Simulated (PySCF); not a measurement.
**C2H4O2Si: core ionisation energies**

Species: C₂H₄O₂Si.
Atom-mapped SMILES: `[O:1]=[CH:2][SiH2:3][CH:4]=[O:5]`

Computed with delta-SCF UKS SCAN, pcX-2 on the ionised atom, pcseg-1 elsewhere, spin-free X2C in PySCF 2.14.0. These are vertical core ionisation energies against the vacuum level, from separate self-consistent calculations with and without the core hole.

Problem. Give the core binding energies atom by atom.

Solution. 
```csv
atom(s),environment,level,binding energy (eV),2p1/2 (eV),count
O1/O5,carbonyl oxygen,O 1s,538.30,–,2
Si3,SiH2 silicon,Si 2p3/2,107.30,107.93,1
Si3,SiH2 silicon,Si 1s,1846.97,–,1
```

Problem. Which photon energy gives electrons from Si 2p3/2 of Si3 a kinetic energy of 150 eV, and what is their de Broglie wavelength?

Solution. hν = 107.30 + 150 = 257.30 eV, recoil neglected; λ = 12.264 Å/√(E/eV) = 1.00 Å.

One atom of each set of topologically equivalent atoms was ionised and stands for the set; in this conformer not all members are related by symmetry, and their own values weren't computed. Not every level is listed. Spin–orbit and ligand-field terms were added within each 2p shell after the spin-free SCF. 2p1/2 minus 2p3/2 (ligand field included): Si 0.62 eV. No level of carbon is listed. One conformer (not necessarily the lowest) at the PBE0-D3(BJ)/def2-SVP geometry, without solvent, vibrations or thermal averaging.

The run took 21 s wall on one thread of an Arm Neoverse V2, shared host.

The values belong to the conformer `[O:1]=[CH:2][SiH2:3][CH:4]=[O:5]`: O1–C2–Si3–C4 80°, C2–Si3–C4–O5 107°.
